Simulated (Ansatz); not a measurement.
`CO[Si](F)(F)S`. Charge 0, multiplicity 1.

```xyz
10

C    -0.0078    0.4282    1.5994
O    -0.3363    0.5299    0.2237
Si   -0.1074   -0.6008   -0.8968
F     1.3317   -1.2338   -0.6876
F    -1.1198   -1.8079   -0.7525
S    -0.3842    0.1912   -2.8167
H    -0.7364   -0.1967    2.1217
H     0.9920    0.0087    1.7388
H    -0.0345    1.4321    2.0230
H     0.4026    1.2490   -2.5529
```

List the harmonic frequencies (cm⁻¹, unscaled) at PBE0-D4/def2-TZVP in Ansatz. (Estimate.)

The calculation gave: 62, 79, 116, 151, 199, 227, 330, 337, 367, 569, 740, 810, 918, 958, 1156, 1183, 1221, 1483, 1497, 1501, 2712, 3044, 3118, 3143.

Is this a minimum?

Yes, all 24 modes are real.

Give the ideal-gas thermochemistry at 298.15 K and 1 bar (rigid rotor, harmonic oscillator; point group C1, symmetry number 1).

Zero-point energy 155.0 kJ/mol; H(298) − E = 179.7 kJ/mol; entropy 383.9 J/(mol·K), of which translation 169.6, rotation 117.4, vibration 96.9; G(298) − E = 65.3 kJ/mol. Modes under 100 cm⁻¹ are hindered rotations or soft bends, so the harmonic entropy is rough.
